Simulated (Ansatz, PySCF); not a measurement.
NH3 (SMILES N) and N2 (SMILES N#N) are pulled apart as rigid monomers along the line of their centres of mass, from the B3LYP-D3(BJ)/def2-TZVP minimum. Starting geometry (charge 0, multiplicity 1):
```xyz
6

N     -0.07682    -0.11839    -0.35457
H      0.88080     0.15030    -0.54934
H     -0.65972     0.69039    -0.53695
H     -0.13923    -0.31915     0.63667
N     -0.01034    -0.04568     4.35147
N     -0.06876    -0.18401     3.27119
```

Interaction energies with rigid monomers; basis-set methods are counterpoise corrected unless marked otherwise.

Correlated levels freeze the cores. Rows in 6-311+G** carry no dispersion term and start afresh at each structure.

Programs: Ansatz (a program for electronic structure) with Gaussian orbitals; PySCF for 6-311+G** rows. Each number belongs to the level named beside it.

```csv
H4···N6 (Å),B3LYP/6-311+G** (no counterpoise) (kcal/mol),PBE0/def2-TZVPPD (kcal/mol),wB97M-V/def2-TZVPPD (kcal/mol),MP2/aug-cc-pVDZ (kcal/mol),CCSD(T)/aug-cc-pVTZ (kcal/mol)
2.38,0.16,0.02,-0.13,?,-0.20
2.64,-0.20,-0.32,-0.44,-0.46,-0.52
3.03,-0.23,-0.34,?,-0.46,-0.47
3.69,-0.13,-0.18,-0.23,-0.25,-0.24
4.75,-0.05,-0.06,-0.08,-0.09,-0.08
```

What belongs in the gaps?


- 3.03, wB97M-V/def2-TZVPPD (kcal/mol): -0.42
- 2.38, MP2/aug-cc-pVDZ (kcal/mol): -0.07
